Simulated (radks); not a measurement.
Species: Hf3+. Configuration: [Xe] 4f14 5d1. Calculated with a radial shooting solver on a logarithmic mesh with Libxc functionals: scalar-relativistic Kohn-Sham, PBE, spin-polarised, spherical densities, finite nucleus; open shells are filled with parallel spins first (spin-orbit coupling, left out, can overturn this in heavy ions); Fermi nuclear charge, rms radius 5.347 fm. Some entries of the table are withheld. Estimate them.

| orbital | occ. | eigenvalue (hartree) | r(max) (bohr) |
|---|---|---|---|
| 1s down | 1 | -2399.468 | 0.01190 |
| 1s up | 1 | -2399.468 | 0.01190 |
| 2s up | 1 | -411.2134 | 0.06807 |
| 2s down | 1 | -411.2119 | 0.06807 |
| 2p up | 3 | -361.2709 | 0.05567 |
| 2p down | 3 | -361.2698 | 0.05567 |
| 3s up | 1 | -94.47055 | 0.1921 |
| 3s down | 1 | -94.47046 | 0.1921 |
| 3p up | 3 | -79.54370 | 0.1898 |
| 3p down | 3 | -79.54354 | 0.1898 |
| 3d up | 5 | -61.85657 | 0.1546 |
| 3d down | 5 | -61.85582 | 0.1546 |
| 4s up | 1 | -19.83357 | 0.4374 |
| 4s down | 1 | -19.83274 | 0.4374 |
| 4p up | 3 | -14.93558 | 0.4582 |
| 4p down | 3 | -14.93485 | 0.4582 |
| 4d up | 5 | -8.60016 | 0.4710 |
| 4d down | 5 | -8.59918 | 0.4710 |
| 5s up | 1 | -3.47101 | 1.016 |
| 5s down | 1 | -3.45386 | 1.014 |
| 5p up | 3 | -2.30845 | (1) |
| 5p down | 3 | -2.28440 | (2) |
| 4f up | 7 | (3) | 0.4547 |
| 4f down | 7 | (4) | 0.4546 |
| 5d up | 1 | -1.01147 | 1.576 |
| 5d down | 0 | -0.97885 | 1.567 |

Answer. 
(1) 5p up r(max) (bohr): 1.157
(2) 5p down r(max) (bohr): 1.154
(3) 4f up eigenvalue (hartree): -1.62396
(4) 4f down eigenvalue (hartree): -1.61985
